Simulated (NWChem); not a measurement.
System: AlGeH₅O₂; SMILES [OH][Al]([OH])[GeH3]

Output (shortened):

```
             Northwest Computational Chemistry Package (NWChem) 7.3.0
             --------------------------------------------------------

 C1  symmetry detected

                             Geometry "geometry" -> ""
                             -------------------------

 Output coordinates in angstroms (scale by  1.889725989 to convert to a.u.)

  No.       Tag          Charge          X              Y              Z
 ---- ---------------- ---------- -------------- -------------- --------------
    1 Al                  13.0000    -0.00156388    -1.08165392     0.00083222
    2 Ge                  32.0000    -0.00293294     1.37990787     0.00004387
    3 H                    1.0000     0.65501164     1.95616844    -1.27992758
    4 H                    1.0000    -1.43266920     1.96883821     0.07657039
    5 H                    1.0000     0.79079227     1.95853011     1.19898549
    6 O                    8.0000     1.51541634    -1.88086787    -0.00015725
    7 H                    1.0000     1.63259306    -2.83835271    -0.00296526
    8 O                    8.0000    -1.50621687    -1.90379542    -0.00024929
    9 H                    1.0000    -1.60513892    -2.86342876    -0.00163346

 Effective nuclear repulsion energy (a.u.)     310.7637320268

                                 NWChem DFT Module
                                 -----------------

 Summary of "ao basis" -> "ao basis" (spherical)
 ------------------------------------------------------------------------------
       Tag                 Description            Shells   Functions and Types
 ---------------- ------------------------------  ------  ---------------------
 Al                        def2-svpd                10       24   5s3p2d
 Ge                        def2-svpd                14       38   6s4p4d
 H                         def2-svpd                 4        8   2s2p
 O                         def2-svpd                 9       23   4s3p2d

            General Information
            -------------------
          SCF calculation type: DFT
          Wavefunction type:  closed shell.
          No. of atoms     :     9
          No. of electrons :    66
           Alpha electrons :    33
            Beta electrons :    33
          Charge           :     0
          Spin multiplicity:     1
          Use of symmetry is: off; symmetry adaption is: off
          Maximum number of iterations: 200
          AO basis - number of functions:   148
                     number of shells:    62
          Convergence on energy requested:  1.00D-06
          Convergence on density requested:  1.00D-05
          Convergence on gradient requested:  5.00D-04

              XC Information
              --------------
                    Becke 1988 Exchange Functional  1.000
              Lee-Yang-Parr Correlation Functional  1.000

             Grid Information
             ----------------
          Grid used for XC integration:  medium
          Radial quadrature: Mura-Knowles
          Angular quadrature: Lebedev.
          Tag              B.-S. Rad. Rad. Pts. Rad. Cut. Ang. Pts.
          ---              ---------- --------- --------- ---------
          Al                  1.25       88          12.0       590
          Ge                  1.25      112          12.0       590
          H                   0.35       45          14.0       434
          O                   0.60       49          13.0       434
          Grid pruning is: on
          Number of quadrature shells:   523
          Spatial weights used:  Erf1

      Superposition of Atomic Density Guess
      -------------------------------------

 Sum of atomic energies:       -2468.72027187

      Non-variational initial energy
      ------------------------------

 Total energy =   -2469.660632
 1-e energy   =   -4058.479775
 2-e energy   =    1278.055412
 HOMO         =      -0.340653
 LUMO         =      -0.025194

   convergence    iter        energy       DeltaE   RMS-Dens  Diis-err
 ---------------- ----- ----------------- --------- --------- ---------
 d= 0,ls=0.0,diis     1  -2472.4399989838 -2.78D+03  2.38D-02  1.25D+00
 d= 0,ls=0.0,diis     2  -2471.8804775407  5.60D-01  1.29D-02  6.69D+00
 d= 0,ls=0.0,diis     3  -2472.5837713852 -7.03D-01  1.62D-03  6.18D-02
 d= 0,ls=0.0,diis     4  -2472.5889958679 -5.22D-03  4.49D-04  6.27D-03
 d= 0,ls=0.0,diis     5  -2472.5894236913 -4.28D-04  1.53D-04  4.47D-04
 d= 0,ls=0.0,diis     6  -2472.5894451636 -2.15D-05  6.80D-05  1.94D-04
 d= 0,ls=0.0,diis     7  -2472.5894642421 -1.91D-05  1.75D-05  3.79D-06
 d= 0,ls=0.0,diis     8  -2472.5894645961 -3.54D-07  5.39D-06  3.51D-07

         Total DFT energy =    -2472.589464596074
      One electron energy =    -4061.267974350523
           Coulomb energy =     1394.656955021306
    Exchange-Corr. energy =     -116.742177293609
 Nuclear repulsion energy =      310.763732026752

 Numeric. integr. density =       66.000017347109

                       DFT Final Molecular Orbital Analysis
                       ------------------------------------

[...]

                         DFT ENERGY GRADIENTS

    atom               coordinates                        gradient
                 x          y          z           x          y          z
   1 Al     -0.002955  -2.044030   0.001573    0.000049  -0.010743   0.000004
   2 Ge     -0.005542   2.607648   0.000083    0.000213  -0.000427  -0.000004
   3 H       1.237793   3.696622  -2.418712   -0.000849  -0.000420   0.001413
   4 H      -2.707352   3.720565   0.144697    0.001725  -0.000589  -0.000086
   5 H       1.494381   3.701085   2.265754   -0.001029  -0.000443  -0.001341
   6 O       2.863722  -3.554325  -0.000297   -0.007998   0.000814   0.000005
   7 H       3.085154  -5.363709  -0.005604   -0.002772   0.005373   0.000006
   8 O      -2.846337  -3.597652  -0.000471    0.007989   0.000933  -0.000008
   9 H      -3.033273  -5.411096  -0.003087    0.002674   0.005504   0.000011
```

Level: BLYP/def2-SVPD. Structure relaxed at the B3LYP/6-31G* (spherical d) level.

Question: Reconstruct the input file.

Answer: One answer among several that fit: the input that was run:
```
start job
memory heap 200 mb stack 900 mb global 1100 mb
geometry units angstroms noautoz
  Al     0.000135    -0.932322     0.001551
  Ge    -0.010557     1.529217     0.000943
  H      0.644280     2.108055    -1.279459
  H     -1.442458     2.112723     0.078540
  H      0.781833     2.110757     1.199356
  O      1.520130    -1.725785    -0.000587
  H      1.640930    -2.682819    -0.003549
  O     -1.501394    -1.760156     0.001491
  H     -1.596682    -2.720157     0.000108
end
basis spherical
  * library def2-svpd
end
dft
  xc becke88 lyp
  iterations 200
  convergence diis 20
end
task dft gradient
```
